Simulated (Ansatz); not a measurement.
Species: C2H2F3, charge 0, multiplicity 2. It need not be the lowest isomer of its formula. 
Coordinates optimised at B3LYP-D3(BJ)/def2-TZVP (Ansatz, an electronic-structure program):
```xyz
7

C      1.4916     0.0138    -0.1023
C      0.0184     0.0009    -0.0097
F     -0.5188    -1.0368    -0.6840
F     -0.4098    -0.1095     1.2754
F     -0.5262     1.1336    -0.4999
H      2.0138     0.9510     0.0039
H      2.0202    -0.9244    -0.1551
```
Charge 0, spin multiplicity 2.

Dipole moments at this geometry, in debye (magnitudes).

```tsv
level	program	dipole (D)
revPBE/def2-TZVPD	Ansatz	2.10
BHLYP/def2-TZVPD	Ansatz	2.43
r2SCANh/def2-TZVPD	Ansatz	2.26
r2SCAN0/def2-TZVPD	Ansatz	2.33
HSE06/def2-TZVPD	Ansatz	2.28
CCSD(T)/aug-cc-pVDZ	Ansatz	2.28
```
